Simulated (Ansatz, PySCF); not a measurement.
Stretching the O2–H3 bond in H2O2Sn (SMILES [OH][Sn][OH]) (multiplicity 1 held, fragments rigid). Energies count from the point at 0.966 Å.
Geometry at that point (charge 0, multiplicity 1):
```tsv
atom	x (Å)	y (Å)	z (Å)
Sn	-0.0345	-0.0077	0.3736
O	0.5521	1.4446	-0.8426
H	0.5427	1.1769	-1.7709
O	-0.3244	-1.2738	-1.1536
H	-0.6369	-2.1588	-0.9385
```

Restricted levels (R-, RO-) in cc, def2 and unpolarised 6-31G sets keep to the state of the molecule at rest. U- levels take the lowest unrestricted solution at each point, which mixes spins at long bonds. Active spaces are followed from a long bond inwards. Levels need not reach the same state.

Cores are frozen in the correlated methods. Filled d and f shells under p-block atoms count as core. Rows in LANL2DZ carry no dispersion term and start afresh at each structure. LANL2DZ brings its own core potentials from Na on.

The values were computed with Ansatz (an electronic-structure program); PySCF for LANL2DZ rows.  In def2 rows elements past Kr take small-core potentials, without spin–orbit coupling.

Energies in eV.

```tsv
R (Å)	U-HF/LANL2DZ	U-wB97X-V/def2-TZVPP	R-CCSD(T)/def2-TZVPP	CASSCF(4,3)/def2-TZVPP	FIC-MRCISD on CASSCF(4,3)/def2-TZVPP	FIC-MRCISD+Q on CASSCF(4,3)/def2-TZVPP
0.773	1.54	1.50	1.50	1.46	1.43	1.46
0.870	0.27	0.28	0.28	0.26	0.26	0.27
0.966	0.00	0.00	0.00	0.00	0.00	0.00
1.063	0.24	0.21	0.20	0.21	0.23	0.22
1.159	0.74	0.67	0.65	0.65	0.69	0.67
1.304	1.69	1.54	1.48	1.44	1.54	1.52
1.449	2.60	2.45	2.32	2.21	2.39	2.37
1.691	3.30	3.84	3.50	3.23	3.56	3.57
1.932	3.53	4.66	4.33	3.88	4.34	4.38
2.222	3.62	5.06	4.86	4.28	4.84	4.91
2.609	3.65	5.23	5.04	4.47	5.10	5.19
3.092	3.65	5.28	4.83	4.52	5.18	5.28
```

Doubts at one or more of the structures used: a spin-contaminated determinant (U-HF/LANL2DZ, U-wB97X-V/def2-TZVPP); a restricted determinant that unrestricted orbitals would lower (R-CCSD(T)/def2-TZVPP); other coupled-cluster roots lie near (R-CCSD(T)/def2-TZVPP); T1 above 0.05 (R-CCSD(T)/def2-TZVPP); active orbitals that take no part (CASSCF(4,3)/def2-TZVPP, FIC-MRCISD on CASSCF(4,3)/def2-TZVPP, FIC-MRCISD+Q on CASSCF(4,3)/def2-TZVPP).
